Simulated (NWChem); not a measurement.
# SnHCl, singlet; SMILES [SnH][Cl]

```xyz
3

Sn     0.0309     0.5965     0.0000
H     -1.7518     0.7242     0.0000
Cl     0.0122    -1.7970     0.0000
```
Atoms are numbered in this order, from 1.

Low-valent species are run as closed-shell singlets; no triplet was tried in these runs. The geometry was optimised at PBE0/def2-SVP. def2 effective core potentials on Sn; no spin-orbit coupling.

Symmetry labels are those of Cs in the frame above (b1 and b2, or b-type labels, depend on it).

Q: List the 6 lowest vertical singlet excitations and the 6 lowest triplet ones from PBE/def2-SVP with def2 effective core potentials on Sn, TDA (NWChem).

A: 
```tsv
state	energy (eV)	oscillator strength	symmetry	leading excitation (squared amplitude)
S1	2.51	0.013	a"	HOMO → LUMO (0.97)
S2	3.83	0.013	a"	HOMO−1 → LUMO (0.96)
S3	4.45	0.014	a'	HOMO−2 → LUMO (0.78)
S4	4.63	0.007	a"	HOMO−3 → LUMO (0.98)
S5	4.98	0.073	a'	HOMO → LUMO+1 (0.76)
S6	6.26	0.006	a"	HOMO−2 → LUMO+1 (1.00)
T1	1.79	spin-forbidden	a"	HOMO → LUMO (0.99)
T2	3.45	spin-forbidden	a"	HOMO−1 → LUMO (0.99)
T3	3.46	spin-forbidden	a'	HOMO−2 → LUMO (1.00)
T4	4.12	spin-forbidden	a'	HOMO → LUMO+1 (0.99)
T5	4.23	spin-forbidden	a"	HOMO−3 → LUMO (0.99)
T6	5.46	spin-forbidden	a'	HOMO → LUMO+2 (0.96)
```
